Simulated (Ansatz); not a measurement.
Cost and result up the ladder for Hg₃ (3 atoms). The state is a singlet with charge 0. Geometry: r2SCAN/def2-TZVP.

Cartesian coordinates in Å:
```
Hg 0.9986 -0.7230 -1.4718
Hg 0.5537 1.6408 0.8298
Hg -1.5524 -0.9178 0.6420
```

Ansatz on 4 threads of Arm Neoverse V2 on a shared host. Times are rough, and most runs start from the orbitals of an earlier one. CAM-B3LYP/def2-TZVP serves as the yardstick here, not as an exact answer. Binding counts from free atoms at the same level (Hg singlet; other spins of the atoms weren't run), without zero-point energy or a counterpoise term.

In the def2 sets Hg takes a core potential; there is no spin–orbit coupling. Correlated methods freeze no core orbitals; core or outer-core shells of Hg are correlated, in sets that lack core-valence functions. The structure comes from a short search, and lower isomers may exist.

Correlated methods converge slowly with the basis.

```
                      level  functions  binding energy per atom (eV)  difference from CAM-B3LYP/def2-TZVP (eV)
          CCSD(T)/def2-TZVP        129                          0.01                                      0.03
        CAM-B3LYP/def2-TZVP        129                         -0.02                                      0.00
             PBE0/def2-TZVP        129                          0.02                                      0.03
           B97M-V/def2-TZVP        129                          0.06                                      0.08
PBE/def2-TZVP (with forces)        129                          0.03                                      0.04
           r2SCAN/def2-TZVP        129                          0.08                                      0.09
```

(1) Estimate how long each takes.

Answers

(1) PBE/def2-TZVP (with forces) 1.1 s; PBE0/def2-TZVP 1.2 s; CAM-B3LYP/def2-TZVP 1.4 s; r2SCAN/def2-TZVP 2.1 s; B97M-V/def2-TZVP 4.2 s; CCSD(T)/def2-TZVP 15 s. On shared hardware such times vary by a factor of up to 3.
